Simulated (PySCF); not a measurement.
BH3, SMILES B.

Geometry optimised at B3LYP-D3(BJ)/def2-TZVPD. The isomer is the one that the SMILES or the coordinates give; other isomers of the formula were not compared.

Two levels are set side by side: TDA-PBE/def2-TZVPD (PySCF) and ADC(2)/aug-cc-pVDZ (PySCF). Vertical, same geometry; the bases differ. Differences are taken from unrounded values.

| quantity | TDA-PBE |
|---|---|
| lowest singlet excitation (eV) | 5.63 |

Problem. These are the TDA-PBE values. What does ADC(2) give? (Estimate from the structure and the level; the computed values follow.)

Solution. 
```tsv
quantity	ADC(2)	TDA-PBE minus ADC(2)
lowest singlet excitation (eV)	6.27	-0.64
```

Functionals without exact exchange tend to place singlet excitations lower, as here. Differences between two approximate levels are no errors against the true value.

Rough cost on one machine, each run with all the roots and properties that it gave: ADC(2) against TDA-PBE about 1/2.
